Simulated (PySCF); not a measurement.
## Deuteron quadrupole couplings in `C/C=C\[C@H](F)[SiH2]SC[SiH3]`

Compound: C5H13FSSi2.
Structure used (GFN2-xTB), in Å, numbered top down from 1:
```xyz
22
C5H13FSSi2 angstrom
C     -1.6844    1.3612   -0.5973
C     -1.5452    0.7945    0.7765
C     -1.5302   -0.4882    1.1113
C     -1.6430   -1.6509    0.1847
F     -2.2442   -2.7101    0.8628
Si     0.0625   -2.3104   -0.4429
S      1.1274   -0.8259   -1.5600
C      1.8797    0.1663   -0.2134
Si     2.7272    1.6956   -0.9694
H     -1.7537    0.5889   -1.3575
H     -0.8242    1.9895   -0.8282
H     -2.5730    1.9913   -0.6476
H     -1.4439    1.5329    1.5622
H     -1.4156   -0.7754    2.1478
H     -2.3146   -1.4320   -0.6528
H      0.8682   -2.6764    0.7166
H     -0.1663   -3.3952   -1.3823
H      2.5905   -0.4737    0.3049
H      1.0889    0.4428    0.4793
H      1.7292    2.4586   -1.7160
H      3.2465    2.4815    0.1529
H      3.8076    1.2546   -1.8454
```

Level: PBE0/pcSseg-1 (PySCF, non-relativistic); Q(2H) = 0.00286 b; rigid geometry, the same for H and D, with no vibrational averaging.

Question: Rank these positions by the coupling χzz of a deuteron there, largest first.
A. H14 (vinylic hydrogen)
B. H21 (Si–H hydrogen)
C. H12 (methyl hydrogen)
D. H15 (methine hydrogen)
E. H17 (Si–H hydrogen)

Answer: A (218 kHz), C (209 kHz), D (196 kHz), E (114 kHz), B (108 kHz).

Q: Tabulate Vzz, the asymmetry η and χzz = 234.96 MHz × Q × Vzz for every hydrogen position.

A: 
```csv
atom,bonded to,bond length (Å),Vzz (au),η,χzz (kHz)
H10,C1,1.086,0.3156,0.05,212
H11,C1,1.090,0.3105,0.03,209
H12,C1,1.090,0.3106,0.02,209
H13,C2,1.083,0.3225,0.06,217
H14,C3,1.082,0.3247,0.07,218
H15,C4,1.096,0.2910,0.09,196
H16,Si6,1.459,0.1655,0.01,111
H17,Si6,1.453,0.1690,0.01,114
H18,C8,1.088,0.3151,0.04,212
H19,C8,1.087,0.3095,0.04,208
H20,Si9,1.461,0.1642,0.02,110
H21,Si9,1.465,0.1612,0.01,108
H22,Si9,1.459,0.1653,0.01,111
```

Q: Average by the element that carries the hydrogen.

A: on C: 210 kHz over 8 positions, mean bond length 1.088 Å; on Si: 111 kHz over 5 positions, mean bond length 1.459 Å.

Q: How does χzz go with the bond length over the 8 C–H bonds?

A: A straight-line fit has a slope of -14.8 kHz for each 0.01 Å, with a correlation coefficient of -0.95, over lengths from 1.082 to 1.096 Å. The longer bonds have the smaller couplings here.

Q: A static deuteron (I = 1) shows a doublet split by (3/2)χ, (3/4)χ(1 + η) and (3/4)χ(1 − η) with the field along z, y and x of the gradient. What are these for H20?

A: With |χ| = 110.3 kHz and η = 0.019: 165, 84 and 81 kHz, to first order and without motion.

The structure is a single GFN2-xTB conformer in the gas phase; no vibrational or solvent corrections. GFN2-xTB bond lengths can be off by several hundredths of an ångström, more for odd bonds, and the gradients follow them. With so small a basis the couplings can be 20 % off.
